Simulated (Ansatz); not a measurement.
Start from `C[O][Sn]([F])([F])[F]` and change one atom or group to get `[F][Sn]([F])([F])[Br]`.

Ansatz, PBE0-D4/def2-TZVP geometries, multiplicity 1. Each molecule was computed in one conformer, which needn't be the lowest.

Elements past krypton have def2 core potentials. Scalar relativity is left out up to krypton.

| property | `C[O][Sn]([F])([F])[F]` |
| --- | --- |
| ideal-gas entropy at 298 K and 1 bar (rigid rotor, harmonic PBE0-D4/def2-TZVP) / J/(mol·K) | 404 |
| size of the dipole moment (B3LYP/def2-TZVPP) / D | 2.86 |
| HOMO energy (ωB97M-V/def2-TZVPP) / eV | -11.64 |
| HOMO–LUMO gap (PBE/def2-TZVPP) / eV | 3.63 |
| HOMO energy (PBE0/def2-TZVPP) / eV | -9.21 |
| HOMO–LUMO gap (PBE0/def2-TZVPP) / eV | 6.31 |

**Question.** What does the change do to each property? (Best estimate.)

**Answer.** Computed: 
| property | `[F][Sn]([F])([F])[Br]` | shift |
| --- | --- | --- |
| ideal-gas entropy at 298 K and 1 bar (rigid rotor, harmonic PBE0-D4/def2-TZVP) / J/(mol·K) | 359 | -45 |
| size of the dipole moment (B3LYP/def2-TZVPP) / D | 2.20 | -0.66 |
| HOMO energy (ωB97M-V/def2-TZVPP) / eV | -12.20 | -0.56 |
| HOMO–LUMO gap (PBE/def2-TZVPP) / eV | 4.18 | 0.55 |
| HOMO energy (PBE0/def2-TZVPP) / eV | -9.94 | -0.73 |
| HOMO–LUMO gap (PBE0/def2-TZVPP) / eV | 6.50 | 0.19 |

With PBE0 the HOMO falls by 0.73 eV and the LUMO falls by 0.54 eV, so the gap widens by about 0.19 eV. PBE moves the HOMO by -1.02 eV and ωB97M-V by -0.56 eV. The zero-point energy changes by -107.1 kJ/mol with -12 modes. Dipoles are sizes alone; their direction can turn. Modes under 60 cm⁻¹, often nearly free rotors, make the harmonic entropy too high.

B3LYP here is the variant with VWN-RPA as its local correlation; programs differ in this.

Spin–orbit coupling is left out; it splits and shifts lone-pair levels of the heavy atoms by tenths of an eV.
